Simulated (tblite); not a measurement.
C₇H₁₀N₂.
Geometry (GFN2-xTB, Å), atoms numbered from 1 in this order:
```
atom  x, y, z in Å
C1     1.0884   -1.1753   -1.3904
C2     0.6544   -0.6269   -0.2526
C3    -0.7865   -0.6275    0.1755
C4    -1.4094    0.7546   -0.0458
C5    -2.8566    0.7976    0.4255
N6     1.4587    0.1429    0.5530
C7     2.6416   -0.1668    0.8754
C8     3.4398    0.7149    1.6407
N9     4.1253    1.3969    2.2562
H10    0.4127   -1.6676   -2.0661
H11    2.1133   -1.0837   -1.7100
H12   -0.8493   -0.8795    1.2368
H13   -1.3333   -1.3800   -0.3939
H14   -1.3604    0.9998   -1.1089
H15   -0.8201    1.4955    0.4965
H16   -2.9191    0.5892    1.4911
H17   -3.2846    1.7802    0.2436
H18   -3.4554    0.0596   -0.1043
H19    3.1308   -1.1148    0.6115
```

Computed with GFN2-xTB (tblite): harmonic, unscaled wavenumbers at the GFN2-xTB geometry, gas phase. This tight-binding method is rough: wavenumbers can miss measured ones by several per cent, in bad cases by 10 to 20. One conformer, not necessarily the lowest.

Harmonic wavenumbers (cm⁻¹): 38.7, 65.7, 101.8, 113.2, 144.4, 196.4, 229.5, 267.0, 318.6, 365.8, 401.4, 543.9, 561.3, 638.1, 691.5, 786.6, 849.3, 873.7, 892.4, 910.1, 961.9, 983.9, 1014.0, 1082.8, 1093.3, 1117.4, 1220.1, 1249.9, 1269.2, 1274.7, 1304.9, 1349.0, 1401.3, 1415.5, 1474.5, 1492.9, 1503.2, 1504.5, 1632.5, 1675.2, 2367.7, 2841.5, 2967.0, 2980.5, 2991.8, 3001.2, 3031.4, 3036.3, 3043.5, 3105.2, 3143.4.

A = 2927, B = 754.1, C = 625.5 MHz; mass 122.084 u (most abundant isotopes); point group C1, symmetry number 1.

**Question.** Zero-point energy?

**Answer.** Half the sum of the wavenumbers: 33760 cm⁻¹ = 96.53 kcal/mol.

**Question.** What is S at 273.15 K and 1 bar for an ideal gas of classical rigid rotors and harmonic oscillators?

**Answer.** Translation 39.90, rotation 29.57, vibration 28.85: S = 98.3 cal/(mol K).

**Question.** And Cp and H(273.15 K) − H(0)?

**Answer.** Cp = 35.77 cal/(mol K), of which vibrations give 27.83 (their classical limit is 51 R = 101.3); H(273.15 K) − H(0) = 6.22 kcal/mol without the zero-point energy, 4.05 from vibrations.

**Question.** How do the functions run with temperature in this model?

**Answer.** 
```json
{"T (K)": "50", "S (cal/(mol K))": "59.9", "Cp (cal/(mol K))": "14.1", "H − H(0) (kcal/mol)": "0.52", "G − H(0) (kcal/mol)": "-2.47", "ln q(vib)": "0.68"}
{"T (K)": "100", "S (cal/(mol K))": "71.6", "Cp (cal/(mol K))": "20.0", "H − H(0) (kcal/mol)": "1.39", "G − H(0) (kcal/mol)": "-5.77", "ln q(vib)": "2.10"}
{"T (K)": "298.15", "S (cal/(mol K))": "101.6", "Cp (cal/(mol K))": "38.2", "H − H(0) (kcal/mol)": "7.14", "G − H(0) (kcal/mol)": "-23.14", "ln q(vib)": "7.74"}
{"T (K)": "373.15", "S (cal/(mol K))": "110.9", "Cp (cal/(mol K))": "45.2", "H − H(0) (kcal/mol)": "10.27", "G − H(0) (kcal/mol)": "-31.11", "ln q(vib)": "9.74"}
{"T (K)": "500", "S (cal/(mol K))": "125.7", "Cp (cal/(mol K))": "55.9", "H − H(0) (kcal/mol)": "16.70", "G − H(0) (kcal/mol)": "-46.12", "ln q(vib)": "13.04"}
{"T (K)": "750", "S (cal/(mol K))": "151.4", "Cp (cal/(mol K))": "71.3", "H − H(0) (kcal/mol)": "32.74", "G − H(0) (kcal/mol)": "-80.85", "ln q(vib)": "19.24"}
{"T (K)": "1000", "S (cal/(mol K))": "173.4", "Cp (cal/(mol K))": "81.5", "H − H(0) (kcal/mol)": "51.91", "G − H(0) (kcal/mol)": "-121.53", "ln q(vib)": "25.00"}
```

q(vib) and H(0) count from the zero-point level.

**Question.** Blend soft modes into free rotors: weight 1/[1 + (100 cm⁻¹/ν̃)⁴] for the oscillator and the rest for a rotor with moment μB/(μ + B), μ = h/(8π²ν), B = 10⁻⁴⁴ kg m². What vibrational entropy results?

**Answer.** 26.27 cal/(mol K) in place of 28.85, which changes −T·S at 273.15 K by +0.70 kcal/mol.

Hindered rotation and anharmonicity are outside this model. Other conformers, if any are populated, would add a mixing term that is left out. The structure is chiral; the term R ln 2 for an equal mix with its mirror image is left out.
